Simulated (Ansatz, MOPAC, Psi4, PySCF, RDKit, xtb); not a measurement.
Pair of molecules: H2O (SMILES O) (first 3 atoms) with CHN (SMILES C#N); geometry from B3LYP-D3(BJ)/def2-TZVP, rigid monomers moved along the line of their centres of mass till H3···N5 is 2.43 Å.
(charge 0, multiplicity 1):
```xyz
6

O     -0.143     0.065    -0.657
H      0.791    -0.061    -0.848
H     -0.201     0.072     0.308
C     -0.290     0.080     3.871
N     -0.150     0.063     2.736
H     -0.421     0.097     4.930
```

| level | interaction energy (meV) | minus CCSD(T)/CBS(aug-cc-pVDZ, aug-cc-pVTZ) | cost |
|---|---|---|---|
| UFF | 42.1 | 194.1 | - |
| GFN-FF | -186.0 | -33.9 | - |
| PM3 | -57.3 | 94.8 | - |
| GFN2-xTB | -115.4 | 36.6 | - |
| HF/6-31G* | -133.5 | 18.6 | - |
| HF/aug-cc-pVDZ | -121.7 | 30.3 | - |
| PBE-D4/def2-TZVPPD | -158.8 | -6.8 | ×1 |
| BP86/6-31G* (no counterpoise) | -148.1 | 3.9 | - |
| r2SCAN-D3(BJ)/def2-TZVPPD | -146.5 | 5.6 | ×1 |
| B3LYP/6-311+G** (no counterpoise) | -148.0 | 4.1 | - |
| B3LYP-D3(BJ)/def2-TZVPPD | -154.0 | -1.9 | ×1 |
| PBE0-D3(BJ)/def2-TZVPPD | -156.3 | -4.2 | ×1 |
| PBE0-D4/def2-TZVPPD | -155.2 | -3.1 | ×1 |
| wB97X-V/def2-TZVPPD | -151.9 | 0.2 | ×3 |
| wB97M-V/def2-TZVPPD | -148.1 | 4.0 | ×3 |
| MP2/6-31G* | -148.8 | 3.3 | - |
| MP2/aug-cc-pVDZ | -148.9 | 3.1 | - |
| CCSD(T)/aug-cc-pVDZ | -144.2 | 7.9 | ×4 |
| CCSD(T)/CBS(aug-cc-pVDZ, aug-cc-pVTZ) | -152.1 | 0.0 | ×300* |
| SAPT0/jun-cc-pV(D+d)Z | -156.9 | -4.9 | - |

 The comparison column counts from a level with limits of its own.

The rows run from -186.0 (GFN-FF) to 42.1 meV (UFF). In aug-cc-pVDZ the value moves HF -121.7, MP2 -148.9, CCSD(T) -144.2, a shift of -22.5 from HF to CCSD(T).

Counterpoise-corrected where a basis set is named; no monomer relaxation. Rows marked so take none. RDKit's UFF carries no charges.

Cores are frozen in the correlated methods. CBS(a, b) extrapolates the correlation energy as X⁻³ and adds the Hartree–Fock energy of set b. Rows in 6-311+G**, 6-31G* carry no dispersion term and start afresh at each structure (6-31G* with six Cartesian d functions). MP2/6-31G* freezes PySCF's default core. The state that PM3 reach isn't checked.

The values were computed with Ansatz (a program for electronic structure) with Gaussian orbitals; MOPAC for PM3 (differences of heats of formation); Psi4 for SAPT; PySCF for 6-311+G** rows, 6-31G* rows, the dispersion terms; RDKit for the force fields; xtb for the GFN methods. Each number belongs to the level named beside it.

Costs are rough ratios of core time to PBE/def2-TZVPPD (about 3.0 s over the structures, on one shared machine); a dash marks a level with no comparable run of its own. A star marks coupled-cluster runs past 200 virtual orbitals, where the program's memory plan changes under this machine's limit, so their costs aren't comparable with smaller runs.
